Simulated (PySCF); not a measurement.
Rb2O: breathing scan

Computed with PBE0 in PySCF with O def2-TZVP, Rb def2-TZVP with ECP28; scalar-relativistic core potentials, no spin–orbit coupling; density-fitted integrals.

Rigid scan from the singlet minimum (O–Rb 2.386 Å (×2); Rb–O–Rb 180.0°). Coordinate: all bonds to the central atom scaled together. Energies in kJ/mol from the minimum.

```csv
scale of all bonds to the centre,E (kJ/mol)
0.88,92.9
0.92,36.0
0.96,7.8
1.00,0.0
1.04,6.2
1.08,21.7
1.14,55.4
1.22,109.3
1.35,198.4
```

At long bonds a restricted determinant can lie too high, and another spin state can fall below this curve.

The scan took 8.7 s on 2 threads of a shared Intel Xeon Platinum 8488C (Sapphire Rapids) host; the process peaked at 0.8 GiB. Launch command: `OMP_NUM_THREADS=2 python axn.py task.json out`.
